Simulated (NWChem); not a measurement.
Species: C₆H₆N, doublet; SMILES Nc1cc[c]cc1

```xyz
13

N     -0.0617    -2.2678     0.0000
C     -0.0058    -0.8778     0.0000
C     -0.0038    -0.1559     1.2204
C     -0.0045     1.2524     1.2262
C     -0.0070     1.8960     0.0000
C     -0.0045     1.2524    -1.2262
C     -0.0038    -0.1559    -1.2204
H      0.2633    -2.7301     0.8496
H      0.2633    -2.7301    -0.8496
H     -0.0054    -0.7064     2.1757
H     -0.0013     1.7995     2.1827
H     -0.0013     1.7995    -2.1827
H     -0.0054    -0.7064    -2.1757
```
Atoms are numbered in this order, from 1.

Program: NWChem. Spin-unrestricted. In the optimisation the excess spin sits in a' (Cs, its own frame). All runs use the structure optimised with PBE-D3(BJ)/def2-SVP, spin-unrestricted. No frequency run checked for a minimum. No stability test was run on the SCF state. B3LYP is NWChem's, with the RPA form of VWN correlation. Level: B3LYP/def2-SVP with SMD (1 M gas to 1 M solution), gas-phase geometry. Reactions with the solvent are ignored.

```tsv
solvent	dielectric constant	solvation free energy (kcal/mol)	cavity-dispersion-structure term (kcal/mol)	dipole in solution (D)
water	78.4	-4.4	3.3	3.62
methanol	32.6	-7.1	0.4	3.59
1-octanol	9.86	…	0.3	3.48
anisole	4.22	-7.0	-1.3	3.29
dichloromethane	8.93	-8.8	-2.0	3.46
ethanol	24.9	-7.3	0.1	3.57
```

Problem. Some entries are withheld; supply them.

Solution. 
- 1-octanol, solvation free energy (kcal/mol): -6.6
